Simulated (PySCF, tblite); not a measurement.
Isomers of C7H16FNSi. All values are computed: GFN2-xTB (tblite) harmonic vibrations without scaling, gas phase. The method is semi-empirical: single wavenumbers can be off by several per cent or more. Modes of hydrogen on silicon can be 10 to 20 % off. One conformer each.

Electronic energies: PBE0-D3(BJ)/def2-SVP at its own geometries (PySCF, gas phase).

| SMILES | electronic energy, lowest = 0 (kcal/mol) |
| --- | --- |
| C[C@@H](CF)[C@H]1CCN([SiH3])C1 | 31.8 |
| CCC[Si@@H](NC)[C@H]1C[C@@H]1F | 38.2 |
| CC(C)[Si@@]1(C)NCC[C@H]1F | 8.9 |
| CC[Si@@H](F)N(C)CC1CC1 | 0.0 |
| CCC[Si@@H](NC)[C@@H]1C[C@H]1F | 38.2 |
| CC(C)[Si@@]1(C)NCC[C@@H]1F | 9.1 |
| C[C@@H](CF)[C@@H]1CCN([SiH3])C1 | 32.0 |

Problem. How do GFN2-xTB zero-point energies change the relative energies?

Solution. 
```csv
SMILES,ZPE (kcal/mol),of it from modes above 1550 cm⁻¹,electronic (kcal/mol),"with ZPE, lowest = 0 (kcal/mol)",lowest mode (cm⁻¹),rings
CC[Si@@H](F)N(C)CC1CC1,138.0,67.9,0.0,0.0,34,1
CC(C)[Si@@]1(C)NCC[C@H]1F,139.1,69.3,8.9,10.0,31,1
CC(C)[Si@@]1(C)NCC[C@@H]1F,139.1,69.3,9.1,10.2,27,1
C[C@@H](CF)[C@H]1CCN([SiH3])C1,135.9,64.7,31.8,29.7,37,1
C[C@@H](CF)[C@@H]1CCN([SiH3])C1,135.9,64.7,32.0,29.9,40,1
CCC[Si@@H](NC)[C@@H]1C[C@H]1F,137.0,68.3,38.2,37.2,40,1
CCC[Si@@H](NC)[C@H]1C[C@@H]1F,137.0,68.3,38.2,37.2,40,1
```

The zero-point energies span 3.2 kcal/mol, from `C[C@@H](CF)[C@H]1CCN([SiH3])C1` to `CC(C)[Si@@]1(C)NCC[C@H]1F`. The order is unchanged, ties at the printed digit aside.

Problem. And how do the electronic energies of GFN2-xTB itself compare?

Solution. `CC[Si@@H](F)N(C)CC1CC1` 0.0; `CC(C)[Si@@]1(C)NCC[C@H]1F` 33.8; `CC(C)[Si@@]1(C)NCC[C@@H]1F` 33.6; `C[C@@H](CF)[C@H]1CCN([SiH3])C1` 9.8; `C[C@@H](CF)[C@@H]1CCN([SiH3])C1` 9.9; `CCC[Si@@H](NC)[C@@H]1C[C@H]1F` 48.8; `CCC[Si@@H](NC)[C@H]1C[C@@H]1F` 48.6 kcal/mol, lowest = 0. Against the energies above, taken from the same isomer `CC[Si@@H](F)N(C)CC1CC1`, the largest difference is 24.9 kcal/mol. The two levels were optimised apart and needn't hold the same conformer.

Problem. What do entropy and thermal enthalpy add at 298.15 K and 1 bar (rigid rotor, harmonic oscillator, one conformer each)?

Solution. 
```
                         SMILES  point group  symmetry number  S (cal/(mol K))  H − H(0) (kcal/mol)  ZPE + H − H(0) − TS (kcal/mol)
         CC[Si@@H](F)N(C)CC1CC1           C1                1            116.1                 8.94                           112.3
      CC(C)[Si@@]1(C)NCC[C@H]1F           C1                1            114.6                 9.01                           114.0
     CC(C)[Si@@]1(C)NCC[C@@H]1F           C1                1            114.7                 8.99                           113.9
 C[C@@H](CF)[C@H]1CCN([SiH3])C1           C1                1            111.1                 8.39                           111.2
C[C@@H](CF)[C@@H]1CCN([SiH3])C1           C1                1            111.1                 8.38                           111.2
  CCC[Si@@H](NC)[C@@H]1C[C@H]1F           C1                1            119.1                 9.27                           110.8
  CCC[Si@@H](NC)[C@H]1C[C@@H]1F           C1                1            119.0                 9.27                           110.8
```
